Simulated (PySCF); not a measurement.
Gas-phase reaction: 3 GaOH + O₃ + 3 H₂O ⇌ 3 Ga(OH)₃

Energies from PySCF (xtb for GFN2), thermal terms from the rigid-rotor harmonic-oscillator model, ideal gas at 1 bar. † marks an energy on the PBE0/def2-TZVP geometry and frequencies; other levels use their own. MP2 freezes the core. All species are closed-shell singlets. Ga: all electrons, no relativistic terms. GaOH, Ga(OH)₃: computed as isolated molecules; such fragments, hydroxides, amides, oligomers or adducts are transient or little studied in the gas. MP2 isn't extrapolated to the basis-set limit. Strong static correlation: O₃. Warning, point group unlike the PBE0 one: GaOH (GFN2-xTB).

| level | ΔH°(298 K), kJ |
|---|---|
| BLYP/def2-TZVP† | -983 |
| GFN2-xTB | -982 |
| HF/def2-TZVP† | … |
| MP2/def2-SVP† | -1290 |
| MP2/def2-TZVPP† | … |
| ωB97X-V/def2-TZVP† | … |

Task: Complete the blanks.

Result: 
- HF/def2-TZVP†, ΔH°(298 K), kJ: -1351
- MP2/def2-TZVPP†, ΔH°(298 K), kJ: -1293
- ωB97X-V/def2-TZVP†, ΔH°(298 K), kJ: -1238
